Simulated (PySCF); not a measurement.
# Dipole moment and polarisability of methyl benzoate

Compound: methyl benzoate, C₈H₈O₂.
Atom-mapped SMILES: `[CH3:1][O:2][C:3](=[O:4])[c:5]1[cH:6][cH:7][cH:8][cH:9][cH:10]1` (hydrogens: H11, H12, H13 on C1; H14 on C6; H15 on C7; H16 on C8; H17 on C9; H18 on C10)

Geometry (PBE0-D3(BJ)/def2-SVP, Å), atoms numbered from 1 in this order:
```
atom  x, y, z in Å
C1     3.283   -0.234   -1.000
O2     1.880   -0.362   -0.876
C3     1.316    0.346    0.111
O4     1.950    1.054    0.852
C5    -0.157    0.154    0.181
C6    -0.857    0.845    1.176
C7    -2.236    0.701    1.285
C8    -2.921   -0.134    0.400
C9    -2.225   -0.824   -0.593
C10   -0.844   -0.682   -0.706
H11    3.560    0.799   -1.259
H12    3.786   -0.498   -0.058
H13    3.586   -0.919   -1.800
H14   -0.294    1.490    1.853
H15   -2.782    1.240    2.062
H16   -4.004   -0.248    0.485
H17   -2.763   -1.476   -1.285
H18   -0.288   -1.215   -1.477
```

Level: PBE0/def2-SVPD (PySCF), static field, nuclei fixed, core orbitals frozen in the response. The polarisability tensor in these axes (au):

```
x   135.69   5.23  -9.25
y     5.23  78.36  21.03
z    -9.25  21.03  88.16
```

Q: What are the eigenvalues, a third of the trace, and Δα (Δα² = ½Σ(αi − αj)² over the three pairs)?

A: Principal values 60.37, 104.38 and 137.46 au; mean 100.74 au = 14.93 Å³ = 16.61 × 10⁻⁴⁰ C²·m²/J; Δα = 66.98 au (66 % of the mean).

Q: What is the dipole moment, and where does it point?

A: (-0.96, -1.22, -1.29) D, 2.02 D in size, pointing from the negative to the positive side. Measured along this direction, the outermost atoms are O4 at the negative end and H17 at the positive end.

Q: Find the Langevin capture rate constant for NO+ (29.998 u) meeting this molecule (136.052 u), k = 2.342 × 10⁻⁹ cm³/s × √(α in Å³ / reduced mass in u).

A: The reduced mass is 24.58 u, so k = 1.83 × 10⁻⁹ cm³/s. The formula leaves out the permanent dipole, which adds to the capture rate.

Q: How large is μ²/3kT at 500 K beside α?

A: In Gaussian units μ²/3kT = 19.73 Å³ against 14.93 Å³, a ratio of 1.32; the Debye molar polarisation (4π/3)N_A(α + μ²/3kT) is 87.4 cm³/mol, leaving out the vibrational part.

Q: Estimate the molar refractivity from the static electronic polarisability.

A: Lorentz–Lorenz: R = (4π/3)N_A α = 2.5225 cm³/(mol·Å³) × 14.93 Å³ = 37.7 cm³/mol, in the limit of long wavelengths.

Q: Along which axes do the principal values lie, and how far do the nuclei extend along each?

A: Largest value along (0.98, 0.03, -0.17), where the nuclei span 7.85 Å; middle along (0.12, 0.64, 0.76), 4.57 Å; least along (-0.13, 0.77, -0.63), 1.78 Å. The response follows the extents in order.

Geometry: PBE0-D3(BJ)/def2-SVP, one conformer, isolated molecule.
